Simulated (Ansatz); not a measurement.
## Which is lower?

Two relaxed structures of BSiH3ClO (charge -1), closed shell (PBE0-D4/def2-TZVPD; forces vanish, vibrations not checked).

A:

B1  (0.217, 0.609, -0.070)
Si2  (0.981, -1.146, 0.513)
O3  (1.021, 1.690, -0.415)
Cl4  (-0.757, -2.478, 0.133)
H5  (0.502, 2.490, -0.511)
H6  (-0.973, 0.872, 0.039)
H7  (1.787, -1.504, -0.731)
(Å)

B:

```xyz
7
angstrom
B -0.6924 0.9208 0.1432
Si 0.4900 -0.6988 0.2428
O 0.4397 0.6399 -0.7570
Cl 0.2193 -2.4701 -0.9567
H -1.8191 0.7112 -0.2690
H -0.5654 1.8139 0.9635
H 1.9279 -0.9169 0.6331
```

Ansatz 0.2.0; basis: def2-TZVPPD; cores frozen in the correlated methods. B3LYP uses VWN-RPA correlation.

**Question.** Which structure is lower at CCSD(T), and by how much? (An estimate is asked for; the value comes from the calculation.)

**Answer.** The calculation gives: B, by 20.25 kcal/mol (electronic energy, against the other). By their contacts, A is BSiH₃ClO ([OH][BH][SiH][Cl]), total charge -1 and B is BSiH₃ClO ([Cl][SiH]1[BH2][O]1), total charge -1.

All methods give the same order:

```tsv
method	E(B) − E(A) (kcal/mol)
PBE-D4	-20.08
r2SCAN-D4	-22.59
PBE0-D4	-19.86
B3LYP-D4	-19.12
wB97M-V	-20.69
HF	-14.40
MP2	-23.32
CCSD	-19.15
CCSD(T)	-20.25
```

T1 diagnostic: at most 0.017.

Labels in which every atom is bracketed show which atoms are joined, not bond orders.

For scale, one of the runs: CCSD(T)/def2-TZVPPD, 227 basis functions, launched by `ansatz run in.yaml --threads 2 --pin off --events-out ev --progress --plain --max-ram 4352MiB`. The run took 73 s on 2 CPU threads of an Intel Xeon Platinum 8223CL (shared host), with 3.6 GiB of host memory at its peak.
